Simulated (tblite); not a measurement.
C₅H₁₁AsN (charge +1).
Numbering: `[CH3:1][As+:2]([CH3:3])([CH3:4])[CH2:5][C:6]#[N:7]` (hydrogens: H8, H9, H10 on C1; H11, H12, H13 on C3; H14, H15, H16 on C4; H17, H18 on C5)
Bond orders are those of one Lewis drawing.

Computed with GFN2-xTB (tblite), gas phase: L-BFGS steps from a force-field or distance-geometry start until the largest atomic force falls under 0.01 eV/Å.

At the end of the run (lengths in Å): As2–C4 1.937, C3–H13 1.094, C1–As2 1.932, As2–C3 1.932, C1–H10 1.094, C5–H18 1.096, C3–H12 1.093, As2–C5–C6 104.1°, C3–As2–C5 108.4°, C3–As2–C4 110.7°, C5–C6–N7 174.8°, C1–As2–C5–C6 59°, H14–C4–As2–C1 -62°, H8–C1–As2–C3 180°.

**Question.** These geometries were met on the way; a selection of coordinates is given. Order them by energy above the end point, lowest first.
A. As2–C4 1.951, C3–H13 1.092, C1–As2 1.946, As2–C3 1.960, C1–H10 1.093, C5–H18 1.097, C3–H12 1.093, As2–C5–C6 110.7°, C3–As2–C5 114.0°, C3–As2–C4 105.5°, C5–C6–N7 178.1°, C1–As2–C5–C6 63°, H14–C4–As2–C1 -107°, H8–C1–As2–C3 -136°
B. As2–C4 1.983, C3–H13 1.131, C1–As2 1.960, As2–C3 1.935, C1–H10 1.121, C5–H18 1.123, C3–H12 1.115, As2–C5–C6 110.0°, C3–As2–C5 114.1°, C3–As2–C4 105.4°, C5–C6–N7 179.0°, C1–As2–C5–C6 63°, H14–C4–As2–C1 -108°, H8–C1–As2–C3 -135°
C. As2–C4 1.937, C3–H13 1.092, C1–As2 1.933, As2–C3 1.926, C1–H10 1.092, C5–H18 1.096, C3–H12 1.093, As2–C5–C6 109.2°, C3–As2–C5 111.6°, C3–As2–C4 107.9°, C5–C6–N7 177.2°, C1–As2–C5–C6 60°, H14–C4–As2–C1 -105°, H8–C1–As2–C3 -142°
D. As2–C4 1.944, C3–H13 1.094, C1–As2 1.939, As2–C3 1.933, C1–H10 1.094, C5–H18 1.097, C3–H12 1.093, As2–C5–C6 104.4°, C3–As2–C5 107.9°, C3–As2–C4 111.1°, C5–C6–N7 175.0°, C1–As2–C5–C6 58°, H14–C4–As2–C1 -102°, H8–C1–As2–C3 -151°
E. As2–C4 1.942, C3–H13 1.094, C1–As2 1.932, As2–C3 1.933, C1–H10 1.094, C5–H18 1.095, C3–H12 1.093, As2–C5–C6 103.3°, C3–As2–C5 107.6°, C3–As2–C4 111.2°, C5–C6–N7 175.6°, C1–As2–C5–C6 59°, H14–C4–As2–C1 -92°, H8–C1–As2–C3 -163°

**Answer.** E (0.038 eV), D (0.064 eV), C (0.104 eV), A (0.171 eV), B (0.287 eV).

```json
{"step": "46", "E above end (eV)": "0.038", "rms distance from the end, all atoms (Å)": "0.252", "largest force (eV/Å)": "0.083", "rms shift of all bonds from the end (Å)": "0.001"}
{"step": "30", "E above end (eV)": "0.064", "rms distance from the end, all atoms (Å)": "0.353", "largest force (eV/Å)": "0.055", "rms shift of all bonds from the end (Å)": "0.003"}
{"step": "16", "E above end (eV)": "0.104", "rms distance from the end, all atoms (Å)": "0.405", "largest force (eV/Å)": "0.158", "rms shift of all bonds from the end (Å)": "0.002"}
{"step": "3", "E above end (eV)": "0.171", "rms distance from the end, all atoms (Å)": "0.442", "largest force (eV/Å)": "0.372", "rms shift of all bonds from the end (Å)": "0.010"}
{"step": "0", "E above end (eV)": "0.287", "rms distance from the end, all atoms (Å)": "0.447", "largest force (eV/Å)": "1.245", "rms shift of all bonds from the end (Å)": "0.021"}
```

Rows stand in the order of the answer.
